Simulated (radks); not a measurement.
Species: Rb17+. Configuration: [Ar] 3d2. Method: scalar-relativistic Kohn-Sham, PBEsol, spin-polarised, spherical densities, finite nucleus; open shells are filled with parallel spins first (spin-orbit coupling, left out, can overturn this in heavy ions); Fermi nuclear charge, rms radius 4.2036 fm; computed with a radial shooting solver on a logarithmic mesh with Libxc functionals.

Normalised radial functions P(r) = r R(r), r in bohr:

```
   r/bohr * 2p up, o 3s up, + 3s down (the largest magnitude, 2.48, reaches the edge; | marks zero, & curves that meet)
  0.00414                             *  &
  0.00463                             *  &
 0.005179                             *  &
 0.005793                             |* &
 0.006479                             |*  &
 0.007247                             |*  &
 0.008106                             |*  &
 0.009067                             |*   &
  0.01014                             |*   &
  0.01125                             | *  &
  0.01259                             | *   &
  0.01408                             | *   &
  0.01575                             |  *  &
  0.01761                             |   * &
   0.0197                             |   * &
  0.02204                             |    *&
  0.02465                             |     &
  0.02757                             |    & *
  0.03083                             |    &   *
  0.03449                             |   &     *
  0.03858                             |  &        *
  0.04315                             | &          *
  0.04788                             |&             *
  0.05355                            &|                *
   0.0599                           & |                  *
    0.067                         &   |                    *
  0.07494                       &     |                      *
  0.08382                      &      |                       *
  0.09375                    &        |                         *
   0.1049                   &         |                          *
   0.1173                   &         |                          *
   0.1312                   &         |                          *
   0.1467                    &        |                         *
   0.1641                      &      |                       *
   0.1836                        &    |                     *
   0.2037                           & |                   *
   0.2278                             | &              *
   0.2548                             |     &       *
    0.285                             |         &*
   0.3188                             |       *     &
   0.3566                             |     *         +o
   0.3989                             |   *             &
   0.4461                             | *               &
    0.499                             |*               &
   0.5582                             |*             &
   0.6243                             *           &
   0.6983                             *        o+
   0.7748                             *      &
   0.8667                             *    &
   0.9694                             *  &
    1.084                             *&
    1.213                             *&
    1.356                             &
    1.517                             &
```

2p up: eigenvalue -2383.9 eV, 0 radial nodes, <r> = 0.154 bohr, 90 % of the charge inside 0.251 bohr. 3s up: eigenvalue -810.88 eV, 2 radial nodes at r = 0.0517, 0.214 bohr, <r> = 0.465 bohr, 90 % of the charge inside 0.680 bohr. 3s down: eigenvalue -805.65 eV, 2 radial nodes at r = 0.0517, 0.214 bohr, <r> = 0.467 bohr, 90 % of the charge inside 0.681 bohr.
